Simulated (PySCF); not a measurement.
# Stretching SrSe⁺

Set-up: basis Sr def2-SVP with ECP28, Se def2-SVP; scalar-relativistic core potentials; PySCF 2.14. Energies in eV from Sr⁺ + Se in their ground configurations at the same level. State: ²Π (doublet), unpaired electrons π ↑.

All columns are M06-2X. A positive dipole points towards Se; it is taken about the centre of mass and depends on that origin.

| R (Å) | E (eV) | μ (D) | Mulliken charge on Sr (basis-dependent) | HOMO (eV) | LUMO (eV) | Mayer bond order | ⟨S²⟩ |
| --- | --- | --- | --- | --- | --- | --- | --- |
| 2.377 | -1.415 | -9.18 | 1.01 | -12.24 | -7.91 | 1.56 | 0.75 |
| 2.488 | -1.969 | -9.94 | 1.07 | -11.90 | -7.61 | 1.49 | 0.75 |
| 2.598 | -2.279 | -10.67 | 1.12 | -11.59 | -7.32 | 1.42 | 0.75 |
| 2.681 | -2.392 | -11.19 | 1.15 | -11.37 | -7.13 | 1.38 | 0.75 |
| 2.764 | -2.429 | -11.69 | 1.17 | -11.17 | -6.94 | 1.34 | 0.75 |
| 2.847 | -2.406 | -12.18 | 1.19 | -10.99 | -6.77 | 1.31 | 0.75 |
| 2.958 | -2.306 | -12.78 | 1.21 | -10.76 | -6.63 | 1.27 | 0.75 |
| 3.096 | -2.105 | -13.49 | 1.24 | -10.51 | -6.74 | 1.23 | 0.76 |
| 3.261 | -1.797 | -14.27 | 1.25 | -10.25 | -6.87 | 1.19 | 0.76 |
| 3.483 | -1.337 | -15.14 | 1.25 | -9.98 | -7.06 | 1.15 | 0.76 |

A fit through these points gives, at Re = 2.770 Å, μ = -11.73 D and dμ/dR = -5.90 D/Å; the reduced mass is 41.86 u.

Problem. How strong is the fundamental in the double-harmonic approximation, I = 42.26·(dμ/dR)²/μred km/mol?

Solution. I = 42.26·(-5.90)²/41.86 = 35.1 km/mol at M06-2X.

Spin–orbit coupling is left out. For an ion De counts to the pair picked by the measured ionisation energies or electron affinities, which need not be the lowest pair at this level. The state was picked by a PBE0 search and need not be the measured ground state.
